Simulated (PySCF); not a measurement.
# Radial density of Co²⁺ (cobalt, charge +2)

UHF, [Ar] 3d6 4s1, 4s spin antiparallel (an excited configuration). Calculation: PySCF 2.14, in aug-cc-pVDZ-DK; the spin-free X2C one-electron Hamiltonian (Gaussian nucleus).

| r (bohr) | 4πr²ρ (e/bohr) | 4πr²(ρα − ρβ) |
| --- | --- | --- |
| 0.000997 | 0.2425 | -0.0001 |
| 0.00168 | 0.6096 | -0.0003 |
| 0.00282 | 1.500 | -0.0008 |
| 0.00474 | 3.560 | -0.0018 |
| 0.00798 | 7.954 | -0.0041 |
| 0.0134 | 15.96 | -0.0079 |
| 0.0226 | 26.60 | -0.0118 |
| 0.0380 | 32.74 | -0.0087 |
| 0.0639 | 27.84 | 0.0094 |
| 0.107 | 27.59 | 0.0478 |
| 0.181 | 36.79 | 0.3212 |
| 0.304 | 21.01 | 1.6528 |
| 0.511 | 16.13 | 3.8543 |
| 0.860 | 14.96 | 3.6588 |
| 1.45 | 3.477 | 0.9054 |
| 2.43 | 0.6719 | -0.3659 |
| 4.09 | 0.08579 | -0.0854 |
| 6.88 | 7.961e-05 | 0.0000 |
| 11.6 | 6.411e-05 | -0.0001 |

Densities and radii are taken from the X2C orbitals without a picture-change correction, which distorts them close to the nucleus.

With the s spin flipped the determinant is a mixture of two multiplicities, not a spectroscopic state.
